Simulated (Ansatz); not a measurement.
```yaml
crystal:
  periodic: [false, false, false]
  atoms:
    - {symbol: C, position_ang: [0.768144, -1.590793, -2.381187]}
    - {symbol: C, position_ang: [1.084086, -0.512773, -1.349725]}
    - {symbol: C, position_ang: [-0.120797, 0.287142, -0.979226]}
    - {symbol: C, position_ang: [-0.689811, 0.402964, 0.221199]}
    - {symbol: C, position_ang: [-1.904768, 1.256080, 0.417748]}
    - {symbol: C, position_ang: [-0.169779, -0.267040, 1.462621]}
    - {symbol: C, position_ang: [0.704847, 0.655490, 2.306990]}
    - {symbol: H, position_ang: [0.053776, -2.314174, -1.980950]}
    - {symbol: H, position_ang: [1.669305, -2.131305, -2.680795]}
    - {symbol: H, position_ang: [0.325332, -1.154506, -3.280638]}
    - {symbol: H, position_ang: [1.538538, -0.967626, -0.466465]}
    - {symbol: H, position_ang: [1.842740, 0.162263, -1.765256]}
    - {symbol: H, position_ang: [-0.583896, 0.825248, -1.806440]}
    - {symbol: H, position_ang: [-1.733642, 2.023254, 1.180446]}
    - {symbol: H, position_ang: [-2.199358, 1.757882, -0.505139]}
    - {symbol: H, position_ang: [-2.750720, 0.653700, 0.766814]}
    - {symbol: H, position_ang: [0.395394, -1.165989, 1.207462]}
    - {symbol: H, position_ang: [-1.022348, -0.601845, 2.064273]}
    - {symbol: H, position_ang: [1.594537, 0.958991, 1.750731]}
    - {symbol: H, position_ang: [1.029808, 0.159558, 3.224859]}
    - {symbol: H, position_ang: [0.168610, 1.563470, 2.592686]}
basis:
  gaussian: {orbitals: def2-SVPD, final_grid: {core_spheres: 20, valence_spheres: 16, degree: 47}}
hamiltonian: {xc: {name: B2PLYP}, dispersion: d4}
```

```sh
$ ansatz run in.yaml --threads 2 --pin off --events-out ev --progress --plain --max-ram 32768MiB --backend cpu
```

(1) How does Ansatz answer? (An estimate is asked.)

Results:

(1) The calculation gave: The program refused the input.
```
Error: invalid value for `hamiltonian.dispersion`: no damping is tabulated for this functional; type it, or the functional that lends it
```
